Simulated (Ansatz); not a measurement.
Two isomers of C2H10GeOSi: A = `C[O][GeH]([CH3])[SiH3]`, B = `CO[SiH](C)[GeH3]`.

Computed with Ansatz on PBE0-D4/def2-TZVP structures; ΔE is electronic, products minus reactants. CCSD(T)/CBS adds triple-zeta CCSD(T) − MP2 to the extrapolated MP2 energy (def2 sets, frozen cores). Functionals use def2-TZVPP. B3LYP here is the variant with VWN-RPA as its local correlation; programs differ in this. For Ge outer-core shells are correlated without core-valence functions, which leaves a few kJ/mol of doubt a bond. Scalar relativity is left out up to krypton. One conformer a species, not always the lowest.

Q: Which isomer does CCSD(T)/CBS put lower? Give the gap. (Best estimate.)

A: Computed: B, by 17.8 kcal/mol.

Q: Give E(B) − E(A) in kcal/mol with PBE0-D4, PBE-D4, MP2/def2-TZVPP, ωB97M-V, CCSD/def2-TZVPP, B3LYP-D4, BLYP-D4. (An estimate is asked.)

A: Ansatz gave: PBE0-D4 -18.2, PBE-D4 -17.2, MP2/def2-TZVPP -16.8, ωB97M-V -18.9, CCSD/def2-TZVPP -17.0, B3LYP-D4 -18.2, BLYP-D4 -17.3. None reverses the order clearly.

Q: Does the order hold for the free energy at 298.15 K (harmonic terms from PBE0-D4)? (Best estimate.)

A: The calculation gave: Yes: G(B) − G(A) = -17.6 kcal/mol, for one conformer each. Modes under 60 cm⁻¹, often nearly free rotors, make the harmonic entropy too high.

Largest T1 diagnostic: 0.012.

In def2-TZVPP, CCSD(T) changes the Hartree–Fock value by +1.5 kcal/mol (the triples alone add +0.4 kcal/mol) and MP2 by +1.4 kcal/mol. At CCSD(T), def2-SVP lies +3.2 kcal/mol from the extrapolated value and def2-TZVPP +1.2 kcal/mol.
